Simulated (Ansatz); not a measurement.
Two structures of CH7GeN, singlet, reached by relaxing down either side of one saddle point (PBE0-D4/def2-TZVP). Energies are electronic, without zero-point energy. Computed with Ansatz 0.2.0 (basis: def2-TZVPP and def2-QZVPP); correlated methods freeze the cores. Filled d shells of the heavier atoms are correlated. The def2 sets are not built for correlating such inner shells, so the correlated values are less sure here. Extrapolation: Hartree–Fock as exp(−7.88 √X), correlation as X^−2.97. First:

```xyz
10
angstrom
Ge -0.5850 -0.0590 -0.3914
C 1.1760 0.7663 -0.4537
N -0.8067 -0.7508 1.3065
H -0.1742 -1.5097 1.5231
H -0.7025 -1.1224 -1.5147
H -1.7150 0.9709 -0.5763
H 1.3486 1.2320 -1.4250
H 1.9510 0.0154 -0.2898
H 1.2552 1.5258 0.3247
H -1.7475 -1.0684 1.4968
```

Second:

Ge1  (-1.711, -0.249, -0.238)
C2  (1.738, 0.592, -0.046)
N3  (-1.959, -1.084, 1.225)
H4  (1.326, 0.111, 0.841)
H5  (-1.331, -0.814, -1.622)
H6  (-1.893, 1.269, -0.235)
H7  (1.619, -0.062, -0.911)
H8  (2.799, 0.786, 0.109)
H9  (1.225, 1.538, -0.224)
H10  (-1.814, -2.086, 1.100)
(Å)

**Question.** Which bonds change from the first to the second?

**Answer.** CH₇GeN ([CH3][GeH2][NH2]) → GeNH₃ ([NH][GeH2]) + CH₄; bonds formed: C2–H4; bonds broken: Ge1–C2, N3–H4.

**Question.** Give the saddle point's structure and its height above each. (To be estimated.)

**Answer.** By the calculation: 372.4 kJ/mol above the first and 177.9 kJ/mol above the second (CCSD(T) at an estimated basis limit (MP2 extrapolated from triple and quadruple zeta, plus CCSD(T) − MP2 in triple zeta)).
```
atom    x (Å)    y (Å)    z (Å)
 Ge1  -1.0315  -0.1146  -0.3625
  C2   1.1087   0.5053  -0.0556
  N3  -0.9520  -0.7920   1.2684
  H4   0.3724  -0.2488   0.7415
  H5  -0.9740  -0.9030  -1.6976
  H6  -1.5604   1.3112  -0.6432
  H7   1.1001   0.5975  -1.1515
  H8   1.9987  -0.0939   0.1595
  H9   1.1907   1.4964   0.3857
 H10  -1.2527  -1.7580   1.3556
```

The T1 diagnostic stays at or below 0.017. The restricted Hartree–Fock reference is unstable towards an unrestricted one at one or more of these structures.

Labels in which every atom is bracketed show which atoms are joined, not bond orders.

For scale, one of the runs: CCSD(T)/def2-TZVPP, 208 basis functions, launched by `ansatz run in.yaml --threads 4 --pin off --events-out ev --progress --plain --max-ram 9574MiB`. The run took 64 s on 4 CPU threads of an Arm Neoverse V1 (shared host), with 2.9 GiB of host memory at its peak.
